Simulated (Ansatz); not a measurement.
Consider the formal exchange of groups at the Si–Al bond: `C[S][Al]([F])[SiH3]` + `C[BH][GeH3]` → `C[BH][GeH2][SiH3]` + `C[S][AlH][F]`.

Isolated molecules relaxed with PBE0-D4/def2-TZVP in Ansatz; ΔE leaves out vibrations. CCSD(T)/CBS adds triple-zeta CCSD(T) − MP2 to the extrapolated MP2 energy (def2 sets, frozen cores). This one scheme is used for every species. Functionals use def2-TZVPP. B3LYP here is the variant with VWN-RPA as its local correlation; programs differ in this. For Ge outer-core shells are correlated without core-valence functions, which leaves a few kJ/mol of doubt a bond. Scalar relativity is left out up to krypton. Each species was taken in one conformer, which may not be the lowest.

(1) Is it downhill or uphill in electronic energy at CCSD(T)/CBS, and by how much? (Best estimate.)

(2) What do these levels give: PBE-D4, B3LYP-D4, B2PLYP, r2SCAN, PBE0, SCS-MP2/def2-TZVPP, CCSD/def2-TZVPP, CCSD(T)/def2-TZVPP, MP2/def2-QZVPP, SCS-MP2/def2-QZVPP, HF/CBS(def2), MP2/CBS(def2)? (An estimate is asked.)

Largest T1 diagnostic among the species: 0.013.

Answers

(1) Ansatz gave: Downhill: ΔE = -3.9 kcal/mol.

(2) Computed: PBE-D4 -2.6, B3LYP-D4 -3.5, B2PLYP -3.8, r2SCAN -3.6, PBE0 -2.8, SCS-MP2/def2-TZVPP -4.4, CCSD/def2-TZVPP -3.5, CCSD(T)/def2-TZVPP -3.5, MP2/def2-QZVPP -5.2, SCS-MP2/def2-QZVPP -4.5, HF/CBS(def2) -3.2, MP2/CBS(def2) -5.4 kcal/mol.
